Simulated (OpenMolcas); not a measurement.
An OpenMolcas run meant for Br3+ (ANO-RCC-VQZP, X2C; inactive shells 1s 2s 2p 3s 3p 3d; intended active space 4 electrons in 9 orbitals (RAS2 4s 4p; RAS3 4d, at most 2 electrons)). One step of its input:

```
&CASPT2
Multistate=6 1 2 3 4 5 6
Frozen=3 6
IPEA=0.25
Shift=5.0
MaxIter=60
WThr=0.0 0.3 0.05
PrWF=0.5
NoMix
```

The run finished. Its levels beside those of a sound run (MS-RASPT2, IPEA 0.25 Eh, imaginary shift 0.1 Eh (closed shells correlated: 3d)), in cm-1 above each run's lowest level:

```tsv
Level	This run	Usual run
4s2 4p2 3P0	0.0	0.0
4s2 4p2 3P1	2236	2254
4s2 4p2 3P2	5004	4987
4s2 4p2 1D2	16690	15847
4s2 4p2 1S0	34367	33590
4s 4p3 5S* 2	77815	79018
4s 4p3 3D* 1	109294	109030
4s 4p3 3D* 2	109340	109082
4s 4p3 3D* 3	109927	109672
4s 4p3 3P* 0	126044	125640
4s 4p3 3P* 1	126162	125758
4s 4p3 3P* 2	126244	125833
4s 4p3 1D* 2	138392	137327
```

Q: Which setting is unsound, and how much does it matter here?

A: The level shift is far above the usual 0.1 to 0.3 hartree and damps the second-order energy. Against the sound run the excited levels shown move by 490 cm-1 on average and by 1200 cm-1 at most.

Term energies are means over components that CASPT2 splits; among the terms shown or strongly mixed into the levels shown the widest spread is 52 cm-1 (4s2 4p2 1D, the sound run). Configurations are named by rounded mean occupations; where the s occupation lies near a half they are strongly mixed, a name can repeat and a true partner stay unpaired. Some terms take much of their weight from 4d, a shell meant for correlation, so their names are nominal. Some terms mix strongly with configurations of 4d, whose occupation reaches 0.54 (4s 4p3 1D*). Levels of configurations outside the active space are missing.

* marks odd parity.
